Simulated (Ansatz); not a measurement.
`[O]=[V]([OH])([OH])[Cl]` and `[O]=[Nb]([OH])([OH])[Cl]` differ in one element.

Ansatz, PBE0-D4/def2-TZVP geometries, multiplicity 1. Each molecule was computed in one conformer, which needn't be the lowest.

Elements past krypton have def2 core potentials. Scalar relativity is left out up to krypton.

```json
{"property": "HOMO–LUMO gap (ωB97M-V/def2-TZVPP) / eV", "`[O]=[V]([OH])([OH])[Cl]`": "10.56"}
{"property": "size of the dipole moment (ωB97M-V/def2-TZVPP) / D", "`[O]=[V]([OH])([OH])[Cl]`": "2.35"}
{"property": "HOMO–LUMO gap (PBE/def2-TZVPP) / eV", "`[O]=[V]([OH])([OH])[Cl]`": "3.80"}
{"property": "LUMO energy (PBE0/def2-TZVPP) / eV", "`[O]=[V]([OH])([OH])[Cl]`": "-3.04"}
{"property": "HOMO–LUMO gap (B3LYP/def2-TZVPP) / eV", "`[O]=[V]([OH])([OH])[Cl]`": "5.54"}
{"property": "size of the dipole moment (B3LYP/def2-TZVPP) / D", "`[O]=[V]([OH])([OH])[Cl]`": "2.22"}
```

Problem. Give the same properties after the change, and the shifts. (Best estimate.)

Solution. Ansatz gave: 
```
                                          property  `[O]=[Nb]([OH])([OH])[Cl]`  shift
           HOMO–LUMO gap (ωB97M-V/def2-TZVPP) / eV                       11.93   1.37
size of the dipole moment (ωB97M-V/def2-TZVPP) / D                        2.37   0.02
               HOMO–LUMO gap (PBE/def2-TZVPP) / eV                        5.24   1.44
                LUMO energy (PBE0/def2-TZVPP) / eV                       -1.64   1.40
             HOMO–LUMO gap (B3LYP/def2-TZVPP) / eV                        6.98   1.44
  size of the dipole moment (B3LYP/def2-TZVPP) / D                        2.34   0.12
```

Dipoles are sizes alone; their direction can turn.

B3LYP here is the variant with VWN-RPA as its local correlation; programs differ in this.
